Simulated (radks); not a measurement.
Problem. These are the eigenvalues of the occupied orbitals of an atom or ion with whole-number occupations (hartree). Method: Dirac Kohn-Sham, PBEsol, spin-unpolarised, spherical densities, finite nucleus; Fermi nuclear charge, rms radius of each element as measured or else 0.836 A^(1/3) + 0.57 fm; computed with a radial shooting solver on a logarithmic mesh with Libxc functionals.

| orbital | eigenvalue |
|---|---|
| 1s1/2 | -2395.875 |
| 2s1/2 | -410.7720 |
| 2p1/2 | -392.5033 |
| 2p3/2 | -348.7307 |
| 3s1/2 | -94.74588 |
| 3p1/2 | -86.62382 |
| 3p3/2 | -77.24414 |
| 3d3/2 | -63.45420 |
| 3d5/2 | -61.40750 |
| 4s1/2 | -20.28096 |
| 4p1/2 | -16.95119 |
| 4p3/2 | -14.80253 |
| 4d3/2 | -9.32106 |
| 4d5/2 | -8.92763 |
| 5s1/2 | -3.95854 |
| 5p1/2 | -2.99886 |
| 5p3/2 | -2.69693 |
| 4f5/2 | -2.16311 |
| 4f7/2 | -2.09860 |

Which element is it, and in what charge state? The configuration may be excited. Open shells, if any, fill j = l - 1/2 first.

Solution. Z = 72, hafnium, charge +4: Hf4+ in [Xe] 4f14. The list shows which subshells hold electrons but not how many an open one holds; the 1s level, -2395.9 hartree, gives Z - s = 69.2 by -(Z - s)^2/2, which with screening and relativity narrows Z to a few neighbours, and the depths of the outer levels then fix element, charge and occupations together.
